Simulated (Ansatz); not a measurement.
Molecule: P₂H, net charge 1, singlet state. It need not be the lowest isomer of its formula. 
Coordinates optimised at B3LYP-D3(BJ)/def2-TZVP (Ansatz, an electronic-structure program):
SMILES: P#[PH+]
```xyz
3

P      0.0000     0.0000    -1.0117
P      0.0000     0.0000     0.8600
H      0.0000     0.0000     2.2752
```
Charge +1, spin multiplicity 1.

Basis-set convergence of Hartree-Fock and CCSD(T) correlation energies (hartree) with Ansatz. Correlated levels leave the core frozen unless marked. No spin-orbit coupling. No relativistic terms.

The Hartree-Fock reference is unstable (checked in the largest basis), which strains HF and MP2. 

| basis | functions | E(HF) | E(corr, CCSD(T)) |
|---|---|---|---|
| def2-SVPD | 56 | -681.48326 | -0.27794 |
| def2-TZVPPD | 113 | -681.71617 | -0.32351 |
| def2-QZVPPD | 185 | -681.73482 | -0.33986 |

Extrapolating the two largest sets (X = 3 and 4) as X^-3: E(corr) = (64·(-0.33986) - 27·(-0.32351))/37 = -0.3518 Eh, an estimate of the basis-set limit. The largest set recovers 96.6 % of it, the smallest 79.0 %.
